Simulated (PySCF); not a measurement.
Si(Me)(OH)3, CH₆O₃Si, SMILES C[Si](O)(O)O, CAM-B3LYP/def2-SVP optimised geometry.

```
11

C     -1.43    -1.83     1.48
Si    -0.78    -0.94     0.00
O     -1.30     0.64     0.00
O     -1.31    -1.67    -1.39
O      0.88    -0.94     0.00
H     -2.51    -1.67     1.58
H     -1.25    -2.91     1.39
H     -0.94    -1.47     2.40
H     -0.61     1.31    -0.08
H     -1.75    -1.10    -2.03
H      1.30    -1.31    -0.78
```

Density from CAM-B3LYP/def2-TZVP run with PySCF at that geometry.

Minimum of the electron density along straight lines between bonded atoms, close to the bond critical point (lines longer than 1.1 times the sum of covalent radii, or with two minima, are not listed):

```json
[
 {"bond": "C1–Si2", "length / Å": "1.845", "ρ at the minimum / e bohr⁻³": "0.133", "∇²ρ there / e bohr⁻⁵": "0.16", "position (fraction from the first atom)": "0.61"},
 {"bond": "Si2–O3", "length / Å": "1.658", "ρ at the minimum / e bohr⁻³": "0.137", "∇²ρ there / e bohr⁻⁵": "0.76", "position (fraction from the first atom)": "0.41"},
 {"bond": "Si2–O4", "length / Å": "1.659", "ρ at the minimum / e bohr⁻³": "0.137", "∇²ρ there / e bohr⁻⁵": "0.76", "position (fraction from the first atom)": "0.41"},
 {"bond": "Si2–O5", "length / Å": "1.659", "ρ at the minimum / e bohr⁻³": "0.137", "∇²ρ there / e bohr⁻⁵": "0.76", "position (fraction from the first atom)": "0.41"},
 {"bond": "C1–H6", "length / Å": "1.100", "ρ at the minimum / e bohr⁻³": "0.267", "∇²ρ there / e bohr⁻⁵": "-0.88", "position (fraction from the first atom)": "0.64"},
 {"bond": "C1–H7", "length / Å": "1.100", "ρ at the minimum / e bohr⁻³": "0.267", "∇²ρ there / e bohr⁻⁵": "-0.88", "position (fraction from the first atom)": "0.64"},
 {"bond": "C1–H8", "length / Å": "1.100", "ρ at the minimum / e bohr⁻³": "0.267", "∇²ρ there / e bohr⁻⁵": "-0.88", "position (fraction from the first atom)": "0.64"},
 {"bond": "O3–H9", "length / Å": "0.963", "ρ at the minimum / e bohr⁻³": "0.351", "∇²ρ there / e bohr⁻⁵": "-2.39", "position (fraction from the first atom)": "0.81"},
 {"bond": "O4–H10", "length / Å": "0.963", "ρ at the minimum / e bohr⁻³": "0.352", "∇²ρ there / e bohr⁻⁵": "-2.39", "position (fraction from the first atom)": "0.81"},
 {"bond": "O5–H11", "length / Å": "0.963", "ρ at the minimum / e bohr⁻³": "0.352", "∇²ρ there / e bohr⁻⁵": "-2.39", "position (fraction from the first atom)": "0.81"}
]
```
